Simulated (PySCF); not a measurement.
# Static response to an electric field

C₂H₁₁N₃SSi.
SMILES with atom numbers: `[CH3:1][NH:2][Si:3]([NH2:4])([NH2:5])[S:6][CH3:7]` (hydrogens: H8, H9, H10 on C1; H11 on N2; H12, H13 on N4; H14, H15 on N5; H16, H17, H18 on C7)

Cartesian coordinates in Å at the GFN2-xTB level; atoms count from 1:
```xyz
18
C2H11N3SSi angstrom
C     -2.222    0.152   -0.521
N     -1.112    0.447    0.354
Si     0.226   -0.614    0.593
N     -0.270   -2.190    1.076
N      1.226    0.280    1.682
S      1.427   -1.000   -1.168
C      1.834    0.717   -1.608
H     -2.035    0.450   -1.559
H     -3.120    0.664   -0.171
H     -2.404   -0.921   -0.507
H     -0.929    1.437    0.411
H     -1.070   -2.285    1.678
H     -0.235   -2.938    0.404
H      0.799    0.615    2.529
H      2.127   -0.117    1.893
H      2.543    0.678   -2.428
H      2.275    1.211   -0.748
H      0.933    1.235   -1.922
```

Level: wB97X-D/def2-SVPD (PySCF), static field, nuclei fixed, core orbitals frozen in the response. The polarisability tensor in these axes (au):

```
x   97.33  1.48 -4.47
y    1.48 91.22 -3.62
z   -4.47 -3.62 93.53
```

Problem. What are the eigenvalues, a third of the trace, and Δα (Δα² = ½Σ(αi − αj)² over the three pairs)?

Solution. Principal values 88.25, 92.45 and 101.37 au; mean 94.03 au = 13.93 Å³ = 15.50 × 10⁻⁴⁰ C²·m²/J; Δα = 11.60 au (12 % of the mean).

Problem. What is the dipole moment, and where does it point?

Solution. (-1.42, 1.20, 0.96) D, 2.09 D in size, pointing from the negative to the positive side. Measured along this direction, the outermost atoms are H16 at the negative end and H9 at the positive end.

Problem. Orientational against electronic polarisability at 298 K (dilute gas, rigid molecules)?

Solution. In Gaussian units μ²/3kT = 35.41 Å³ against 13.93 Å³, a ratio of 2.54; the Debye molar polarisation (4π/3)N_A(α + μ²/3kT) is 124.5 cm³/mol, leaving out the vibrational part.

Problem. Refractivity n − 1 of an ideal gas of it at 273.15 K and 1 atm, from the electronic α?

Solution. N = p/kT = 2.6868 × 10¹⁹ cm⁻³, so n − 1 = 2π × N × 13.93 × 10⁻²⁴ cm³ = 2352 × 10⁻⁶ at long wavelengths.

Problem. Give the principal axes and the span of the nuclei along them.

Solution. Largest value along (0.75, 0.32, -0.58), where the nuclei span 6.02 Å; middle along (-0.62, 0.63, -0.47), 4.72 Å; least along (0.21, 0.71, 0.67), 4.17 Å. The response follows the extents in order.

Problem. In TDDFT the mean static polarisability is Σ f/ω² over all singlet excitations (ω in hartree). How much of it do the 8 lowest give? Their energies (eV) and oscillator strengths: 5.83, 0.0028; 6.17, 0.0169; 6.52, 0.0254; 6.90, 0.0640; 7.05, 0.0252; 7.21, 0.0331; 7.27, 0.0266; 7.32, 0.0240.

Solution. They add up to 3.38 au, 3.6 % of the 94.03 au; the largest single term is 0.99 au, from the state at 6.90 eV. Terms in order: 0.06, 0.33, 0.44, 0.99, 0.38, 0.47, 0.37, 0.33 au. Higher excitations give the rest. The strengths listed sum to 0.218.

Isolated species at its GFN2-xTB geometry (one conformer only).
